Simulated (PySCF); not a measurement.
Molecule: `[SiH2](C)O[SiH2]C`, C2H10OSi2.

Bonds (- single, = double, # triple, : aromatic): C1-Si2 1.872 Å, Si2-O3 1.657 Å, O3-Si4 1.658 Å, Si4-C5 1.871 Å. C1 carries H6, H7, H8; Si2 carries H9, H10; Si4 carries H11, H12; C5 carries H13, H14, H15.

Geometry PBE0-D3(BJ)/def2-SVP throughout; GIAO in PySCF 2.14.0 with density-fitted response routines, gas phase, one conformer, non-relativistic; equivalent atoms averaged; basis pcSseg-1.

For orientation, KT3 gives these shifts δ (against TMS, H2O at the same level): C1/C5 1.4, Si2/Si4 -19.1, O3 32.0, H9/H10/H11/H12 5.01, H6/H7/H8/H13/H14/H15 0.29 ppm.

A run gave: C1/C5 0.9, Si2/Si4 -14.8, O3 29.9, H9/H10/H11/H12 5.20, H6/H7/H8/H13/H14/H15 0.31 ppm (shifts δ (against TMS, H2O at the same level)).

Q: Which functional was used in that run?
A. LDA
B. KT2
C. WP04
D. HF
E. OPBE

A: E. O3 tells them apart best: OPBE gives 29.9, KT2 gives 35.2, LDA gives 49.6, HF gives 11.3, WP04 gives 16.1 ppm.
